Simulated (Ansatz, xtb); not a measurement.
## C3H9ClOSi: which of two isomers lies lower

We compare a, `CC[Si@H](Cl)OC`, a singlet, with b, `CO[Si](C)(C)Cl`, a singlet. Both are isolated molecules in the gas phase, relaxed with PBE-D3(BJ)/def2-SVP, each in the lowest conformer that the search found.

Quicker runs give these differences E(b) − E(a): GFN2-xTB +0.284 eV; HF/STO-3G −0.641 eV (at GFN2-xTB geometries); r2SCAN-D4/def2-SVP −0.624 eV (at GFN2-xTB geometries).

Q: Estimate which is lower in electronic energy at CCSD(T)/def2-SVP + ΔMP2/def2-TZVPP, and by roughly how much.

A: The CCSD(T)/def2-SVP + ΔMP2/def2-TZVPP calculation puts structure b lower, by 0.624 eV.

The same difference at several levels:

```
                             level             geometry  E(b) − E(a) (eV)  departure from the last row (eV)  job, with rough time for the two
                          GFN2-xTB             GFN2-xTB              +0.284                            +0.908              optimisation, 0.31 s
                         HF/STO-3G             GFN2-xTB              −0.641                            −0.017              single point, 0.38 s
                r2SCAN-D4/def2-SVP             GFN2-xTB              −0.624                             0.000               single point, 4.1 s
               PBE-D3(BJ)/def2-SVP  PBE-D3(BJ)/def2-SVP              −0.575                            +0.049                optimisation, 32 s
                       HF/def2-SVP  PBE-D3(BJ)/def2-SVP              −0.534                            +0.090           part of the CCSD(T) run
                      MP2/def2-SVP  PBE-D3(BJ)/def2-SVP              −0.548                            +0.076           part of the CCSD(T) run
                  CCSD(T)/def2-SVP  PBE-D3(BJ)/def2-SVP              −0.510                            +0.114                      single point
CCSD(T)/def2-SVP + ΔMP2/def2-TZVPP  PBE-D3(BJ)/def2-SVP              −0.624                                                  single point, 60 s
```

As drawn, b has 1 C–Si, 1 C–H in place of 1 C–C, 1 Si–H.

GFN2-xTB puts the two in the other order. The largest departure from CCSD(T)/def2-SVP + ΔMP2/def2-TZVPP is that of GFN2-xTB, 0.908 eV. The last row adds to CCSD(T) the change of the MP2 difference between the two basis sets, here −0.114 eV.

With thermal terms from frequencies at re-optimised GFN2-xTB minima (ideal gas, soft modes damped towards free rotors, one conformer each, 298.15 K, 1 atm): on the last row, ΔE + ΔZPE = −0.623, ΔH = −0.601, ΔG = −0.648 eV.

The correlated steps freeze 14 core orbitals. Mirror images aren't counted in ΔG. Programs: Ansatz 0.2.0, xtb 6.7.1; the last row on 4 threads of Arm Neoverse V1 on a shared host.
